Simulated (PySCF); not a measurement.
AlBr2, SMILES [Br][Al+][Br], charge +1. Coordinates come from a B3LYP-D3(BJ)/def2-TZVP optimisation. The multiplicity is an assumed one; other spin states were not compared. The isomer is the one that the SMILES or the coordinates give; other isomers of the formula were not compared.

Task: Give the equilibrium geometry at B3LYP-D3(BJ)/def2-TZVP (PySCF confirms it by a frequency run) as Cartesian coordinates in Å, and its point group. (The exact figures need the calculation; the answer reports its results.)

Result: point group D∞h.
```xyz
3

Al     0.0000     0.0000     0.0000
Br     0.0000     0.0000    -2.1564
Br     0.0000     0.0000     2.1564
```
Charge +1, spin multiplicity 1.
